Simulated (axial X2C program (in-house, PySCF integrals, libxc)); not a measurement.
Values are calculated unless marked as measured or tabulated.
FeH: input and output

Program: an in-house relativistic program for diatomic molecules.

Input file and command:
```json
{"zs": [26, 1], "q": 0, "bas": ["dyall-cv3z", "dyall-v3z"], "levels": ["PBE0", "HF", "TPSS"], "cc": true, "r0": 1.48, "thr": -2.0, "nmax": 90, "npts": 10, "nst": 2, "ntry": 6}
```
```bash
python so2c.py task.json out
```

Keys: zs atomic numbers; q charge; bas basis sets; levels methods; cc coupled cluster on or off; r0 starting distance in Å; thr threshold in hartree for freezing inner shells (an s shell follows its p shell); nmax most natural virtual spinors; npts points on the curve; nst determinants followed; ntry starts of the search. HF also brings MP2.

Output of the HF step, scalar-relativistic, at R = 1.544 Å for the state M_S = 3/2, Λ = 1. It starts from PBE0 orbitals of this distance.

```
spin-free X2C-1e  HF
basis functions 125  fitting functions 693  grid points 5069
iter        total energy     max residual
   1      -1271.839224970     1.10e-01
   2      -1271.870703525     3.00e-02
   3      -1271.884044718     2.91e-02
   4      -1271.893396264     2.15e-02
   5      -1271.900539704     1.08e-02
   6      -1271.901690303     6.66e-03
   7      -1271.902458067     2.49e-03
   8      -1271.902596963     8.85e-04
   9      -1271.902606230     2.25e-04
  10      -1271.902606935     5.98e-05
  11      -1271.902607052     2.52e-05
  12      -1271.902607064     1.49e-05
  13      -1271.902607068     4.92e-06
  14      -1271.902607069     1.36e-06
converged
one-electron -1774.06002127  Coulomb 548.58850221  exact exchange -55.34210322  xc functional 0.00000000  nuclear repulsion 8.91101521
correlated 9  virtual 183  natural virtual 90  E(MP2) -0.201446989  MP2 remainder -0.007959335
iter   CCSD correlation   residual
   1     -0.199052498   9.98e-02
   2     -0.206067834   5.19e-02
   3     -0.208347794   3.09e-02
   4     -0.209749272   2.09e-02
   5     -0.210768816   1.29e-02
   6     -0.211112153   7.46e-03
   7     -0.211320033   4.49e-03
   8     -0.211387174   2.28e-03
   9     -0.211386718   1.08e-03
  10     -0.211388755   4.64e-04
  11     -0.211389905   2.15e-04
  12     -0.211391032   1.04e-04
  13     -0.211391918   5.73e-05
  14     -0.211392327   3.41e-05
  15     -0.211393134   2.14e-05
  16     -0.211393761   1.37e-05
  17     -0.211394327   8.95e-06
  18     -0.211394528   5.16e-06
  19     -0.211394658   3.11e-06
  20     -0.211394697   1.31e-06
  21     -0.211394703   6.88e-07
(T) -0.006374658  T1 0.0800  D1 0.2223  max T2 0.067
```
Energies are in hartree; totals compare only within one Hamiltonian and basis. T1 is large, a sign of multireference character or of a spin-contaminated reference. T1 in the output is the amplitude norm over the root of the electron number; divide by √2 for the Lee–Taylor value. The determinant is spin-polarised beyond a pure state at some levels (its spin-free form has ⟨S²⟩ too high), which makes Re and μ there less reliable.
